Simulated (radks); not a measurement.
Excited configurations of S X: one electron is placed in a higher orbital outside [He] 2s2 2p2. The ground configuration is [He] 2s2 2p3. Method: non-relativistic Kohn-Sham, r2SCAN, spin-polarised, spherical densities, point nucleus; open shells are filled with parallel spins first; meta-GGA in the generalised Kohn-Sham scheme; computed with a radial shooting solver on a logarithmic mesh with Libxc functionals. Excitation = E - E(ground); binding = E(ion) - E, where the ion is the core of charge +10; n* = 10/sqrt(2 binding) in atomic units, and the quantum defect is n - n*.

| outer orbital | excitation (eV) | binding (eV) | n* | eigenvalue (eV) | <r> (bohr) |
|---|---|---|---|---|---|
| 4d | 362.92 | 88.595 | 3.919 | -84.104 | 1.996 |
| 4f | 367.23 | 84.283 | 4.018 | -79.296 | 1.799 |
| 5d | 395.04 | 56.477 | 4.908 | -53.881 | 3.313 |
| 7s | 420.99 | 30.526 | 6.676 | -29.388 | 6.712 |
| 7p | 421.92 | 29.601 | 6.780 | -28.468 | 6.824 |

The Delta-SCF ionisation energy is 451.52 eV (NIST Atomic Spectra Database: 447.7 eV, semi-empirical). Self-interaction in the functional shifts the binding energies and quantum defects, so they are the method's values and not measured ones. Open shells are spherical and high-spin; term and fine-structure splittings are not resolved.
